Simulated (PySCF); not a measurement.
## Electron correlation in Co⁺ (cobalt, charge +1)

[Ar] 3d7 4s1, high-spin 5F determinant (an excited configuration). Computed with PySCF 2.14 in dyall-av2z, with no relativity, point nucleus. Frozen: [Ar]; 8 electrons correlated; the 33 highest virtual orbitals of each spin left out.

```
  level  correlation energy (mhartree)
   CCSD                        -182.35
    (T)                          -4.14
CCSD(T)                        -186.49
```

Diagnostics: T1 = 0.011, D1 = 0.0236, largest double amplitude 0.021.

Cost of the coupled-cluster step: roughly 16 core-seconds, for 8 correlated electrons.
